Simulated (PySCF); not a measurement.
cesium atom (Cs), doublet (core potentials on Cs); SCAN/def2-TZVP in PySCF.

Here is a job for PySCF.
```python
from pyscf import gto, scf, dft

mol = gto.Mole()
mol.atom = '''
    Cs    0.000000    0.000000    0.000000
'''
mol.basis = 'def2-tzvp'
mol.ecp = {'Cs': 'def2-tzvp'}
mol.charge = 0
mol.spin = 1
mol.verbose = 4
mol.build()

mf = dft.UKS(mol)
mf.xc = 'scan'
mf.kernel()
mf.analyze()
```

What the program printed (banner, timings and long lists left out):

```
PySCF version 2.14.0

[INPUT] verbose = 4
[INPUT] num. atoms = 1
[INPUT] num. electrons = 9
[INPUT] charge = 0
[INPUT] spin (= nelec alpha-beta = 2S) = 1
[INPUT] symmetry False subgroup None
[INPUT] Mole.unit = angstrom
[INPUT] Symbol           X                Y                Z      unit          X                Y                Z       unit  Magmom
[INPUT]  1 Cs     0.000000000000   0.000000000000   0.000000000000 AA    0.000000000000   0.000000000000   0.000000000000 Bohr   0.0

nuclear repulsion = 0
number of shells = 11
number of NR pGTOs = 40
number of NR cGTOs = 29
basis = def2-tzvp
ecp = {'Cs': 'def2-tzvp'}

******** <class 'pyscf.dft.uks.UKS'> ********
method = UKS
initial guess = minao
damping factor = 0
level_shift factor = 0
DIIS = <class 'pyscf.scf.diis.CDIIS'>
diis_start_cycle = 1
diis_space = 8
diis_damp = 0
SCF conv_tol = 1e-09
SCF conv_tol_grad = None
SCF max_cycles = 50
direct_scf = True
direct_scf_tol = 1e-13
number electrons alpha = 5  beta = 4
XC library pyscf.dft.libxc version 7.1.2
    S. Lehtola, C. Steigemann, M. J. T. Oliveira, and M. A. L. Marques,  SoftwareX 7, 1–5 (2018)
XC functionals = scan
    J. Sun, A. Ruzsinszky, and J. P. Perdew,  Phys. Rev. Lett. 115, 036402 (2015)
    J. Sun, A. Ruzsinszky, and J. P. Perdew,  Phys. Rev. Lett. 115, 036402 (2015)
radial grids:
    Treutler-Ahlrichs [JCP 102, 346 (1995); DOI:10.1063/1.469408] (M4) radial grids

becke partition: Becke, JCP 88, 2547 (1988); DOI:10.1063/1.454033
pruning grids: <function nwchem_prune>
grids dens level: 3
symmetrized grids: False
atomic radii adjust function: <function treutler_atomic_radii_adjust>
small_rho_cutoff = 0
Set gradient conv threshold to 3.16228e-05
tot grids = 23712
init E= -16.8668735211628

cycle= 1 E= -20.1250686718114  delta_E= -3.26  |g|= 0.149  |ddm|= 1.95
cycle= 2 E= -20.1462906926164  delta_E= -0.0212  |g|= 0.0589  |ddm|=  1.2
cycle= 3 E= -20.1493499100724  delta_E= -0.00306  |g|= 0.00217  |ddm|= 0.231
cycle= 4 E= -20.1493878625823  delta_E= -3.8e-05  |g|= 0.000765  |ddm|= 0.11
cycle= 5 E= -20.1493894488274  delta_E= -1.59e-06  |g|= 4.89e-05  |ddm|= 0.0205
cycle= 6 E= -20.1493894528778  delta_E= -4.05e-09  |g|= 6.67e-06  |ddm|= 0.000774
cycle= 7 E= -20.1493894531073  delta_E= -2.29e-10  |g|= 1.6e-07  |ddm|= 0.000312
Extra cycle  E= -20.1493894531074  delta_E= -1.17e-13  |g|= 4.79e-08  |ddm|= 6.44e-06
converged SCF energy = -20.1493894531074  <S^2> = 0.75031039  2S+1 = 2.0003104
**** SCF Summaries ****
Total Energy =                         -20.149389453107386
Nuclear Repulsion Energy =               0.000000000000000
One-electron Energy =                  -32.999127240287564
Two-electron Energy =                   12.849737787180178
Two-electron Coulomb Energy =           15.992632490773389
DFT Exchange-Correlation Energy =       -3.142894703593210
**** MO energy ****
                             alpha | beta                alpha | beta
MO #1   energy= -1.03181498676814  | -1.02941576865687  occ= 1 | 1
MO #2   energy= -0.518014980865485 | -0.516056595475759 occ= 1 | 1
MO #3   energy= -0.518014980865485 | -0.516056595475759 occ= 1 | 1
MO #4   energy= -0.518014980865484 | -0.516056595475758 occ= 1 | 1
MO #5   energy= -0.0857825493564115 | -0.0533185751594272 occ= 1 | 0
MO #6   energy= -0.0277906233793846 | -0.0281510829149185 occ= 0 | 0
MO #7   energy= -0.0277906233793819 | -0.0281510829148777 occ= 0 | 0
MO #8   energy= -0.0277906233793813 | -0.0281510829148524 occ= 0 | 0
MO #9   energy= -0.0112797447973892 | -0.028151082914833 occ= 0 | 0
MO #10  energy= -0.0112797447973891 | -0.028151082914805 occ= 0 | 0
MO #11  energy= -0.0112797447973885 | -0.025833921986615 occ= 0 | 0
MO #12  energy= -0.0112797447973882 | -0.0258339219865898 occ= 0 | 0
MO #13  energy= -0.0112797447973869 | -0.0258339219865451 occ= 0 | 0

spin_pop of  0 Cs 5s        0.00005
spin_pop of  0 Cs 6s        0.98477
spin_pop of  0 Cs 7s        0.00942
spin_pop of  0 Cs 8s        0.00076
spin_pop of  0 Cs 9s        0.00500
spin_pop of  0 Cs 5px       0.00424
spin_pop of  0 Cs 5py       0.00424
spin_pop of  0 Cs 5pz       0.00424
spin_pop of  0 Cs 6px      -0.00920
spin_pop of  0 Cs 6py      -0.00920
spin_pop of  0 Cs 6pz      -0.00920
spin_pop of  0 Cs 7px       0.00495
spin_pop of  0 Cs 7py       0.00495
spin_pop of  0 Cs 7pz       0.00495
spin_pop of  0 Cs 5dxy      0.00000
spin_pop of  0 Cs 5dyz      0.00000
spin_pop of  0 Cs 5dz^2     0.00000
spin_pop of  0 Cs 5dxz      0.00000
spin_pop of  0 Cs 5dx2-y2   -0.00000
spin_pop of  0 Cs 6dxy     -0.00000
spin_pop of  0 Cs 6dyz     -0.00000
spin_pop of  0 Cs 6dz^2    -0.00000
spin_pop of  0 Cs 6dxz     -0.00000
spin_pop of  0 Cs 6dx2-y2    0.00000
spin_pop of  0 Cs 7dxy      0.00000
spin_pop of  0 Cs 7dyz     -0.00000
spin_pop of  0 Cs 7dz^2    -0.00000
spin_pop of  0 Cs 7dxz      0.00000
spin_pop of  0 Cs 7dx2-y2   -0.00000
In total             5.00000 | 4.00000
Dipole moment(X, Y, Z, Debye): -0.00000, -0.00000, -0.00000
```
